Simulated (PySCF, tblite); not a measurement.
Isomers of C3H5F2OS2Si (doublet state), one GFN2-xTB conformer each. Single-point energies are computed at B3LYP/pcH-1 (PySCF, gas phase, no added dispersion term), electronic only. GFN2-xTB treats the open shell by occupation alone, and not every SCF solution was tested for stability.

Question: Rank them by B3LYP/pcH-1 energy, lowest first (kcal/mol).
A. `[F:1][CH:2]([F:3])[O:4][C@@H:5]1[CH:6][S:7][SiH2:8][S:9]1` (doublet state) with F1–C2–O4–C5 60°, C2–O4–C5–C6 -85°, O4–C5–C6–S7 -63°, C5–C6–S7–Si8 -20°, C6–S7–Si8–S9 -12°, S7–Si8–S9–C5 31°
B. `[F:1][CH:2]([F:3])[O:4][C:5]1[CH2:6][S:7][SiH2:8][S:9]1` (doublet state) with F1–C2–O4–C5 156°, C2–O4–C5–C6 173°, O4–C5–C6–S7 -112°, C5–C6–S7–Si8 -37°, C6–S7–Si8–S9 15°, S7–Si8–S9–C5 5°

Answer: A (0.0), B (0.5).

Neighbours under 5.0 kcal/mol apart (FC(F)O[C@@H]1[CH]S[SiH2]S1 and FC(F)O[C]1CS[SiH2]S1) can change places with a better method, another conformer or zero-point energy. GFN2-xTB itself gives, in the same order: 0.9, 0.0. GFN2-xTB puts FC(F)O[C]1CS[SiH2]S1 lowest instead.

Q: What happens when harmonic zero-point energies from GFN2-xTB frequencies are added?

A: 
```json
{"SMILES": "FC(F)O[C@@H]1[CH]S[SiH2]S1", "ZPE (kcal/mol)": "48.3", "electronic (kcal/mol)": "0.0", "with ZPE (kcal/mol)": "0.0"}
{"SMILES": "FC(F)O[C]1CS[SiH2]S1", "ZPE (kcal/mol)": "48.6", "electronic (kcal/mol)": "0.5", "with ZPE (kcal/mol)": "0.8"}
```

The zero-point energies span 0.3 kcal/mol. The order is unchanged.

Q: As an exercise, what shares would exp(−E/RT) give at 298.15 K from these electronic energies alone (no entropy, no degeneracies)?

A: RT = 0.592 kcal/mol: FC(F)O[C@@H]1[CH]S[SiH2]S1 71.2 %, FC(F)O[C]1CS[SiH2]S1 28.8 %.
